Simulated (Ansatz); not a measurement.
Reactions of ClH5O4Si2 (`O[SiH](O)O[SiH](O)Cl`).

Calculated with Ansatz (gas phase, PBE0-D4/def2-TZVP geometries, no zero-point term in ΔE). CCSD(T)/CBS is the MP2 limit (def2-TZVPP, def2-QZVPP) plus CCSD(T) − MP2 in def2-TZVPP, frozen cores. This one scheme is used for every species, atoms too. No spin–orbit coupling; open shells (•) take unrestricted orbitals. Spin–orbit coupling would lower the free atoms: a little for Cl, O, Si. One conformer a species, not always the lowest.

| reaction | CCSD(T)/CBS(def2) (eV) |
| --- | --- |
| `O[SiH](O)O[SiH](O)Cl` + CH₄ → `C[Si@@H](O)O[Si@H](O)Cl` + H₂O | ? |
| `O[SiH](O)O[SiH](O)Cl` → Cl• + 5 H• + 4 O• + 2 Si• | 50.34 |
| `O[SiH](O)O[SiH](O)Cl` + `O[SiH](O)S` → `O[SiH](O)S[SiH](O)Cl` + `O[SiH](O)O` | 0.62 |
| `O[SiH](O)O[SiH](O)Cl` + H–F → `O[SiH](O)O[SiH](O)F` + HCl | -0.50 |

**Question.** Fill in the missing values. (Estimate.)

**Answer.** The calculation gave: `O[SiH](O)O[SiH](O)Cl` + CH₄ → `C[Si@@H](O)O[Si@H](O)Cl` + H₂O: +1.17 eV.

Largest T1 diagnostic: 0.012, for Si•.
